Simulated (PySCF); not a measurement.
## Si⁻ (silicon, charge -1) across methods

[Ne] 3s2 3p3, high-spin 4S determinant. All numbers are calculated (PySCF 2.14, no relativity, point nucleus, in aug-cc-pV(Q+d)Z with one added diffuse shell each of s, p, d, f, g type (8s7p6d4f3g, 114 functions)).

```
 method  E (hartree)  mean ε 3s α (eV)  mean ε 3s β (eV)  mean ε 3p α (eV)  Σ⟨r²⟩ (bohr²)   ⟨S²⟩
wB97M-V    -289.4084            -8.949            -6.633            -1.288          58.71  3.751
   PBE0    -289.3102            -6.618            -4.008             0.348          57.55  3.750
r2SCANh    -289.4040            -6.123            -3.376             0.644          56.66  3.750
    M06    -289.4070            -6.447            -4.078             0.602          61.07  3.753
    UHF   -288.88966           -10.902            -5.558            -1.688          54.85  3.751
 r2SCAN    -289.4051            -5.578            -3.038             0.923          57.58  3.750
    PBE    -289.2850            -5.153            -3.267             1.029          63.78  3.750
    LDA    -288.2737            -5.206            -3.484             1.000          62.63  3.751
```

The highest occupied level is positive at PBE0, r2SCANh, M06, r2SCAN, PBE, LDA: only the finite basis holds that electron, which in a density functional comes from self-interaction.
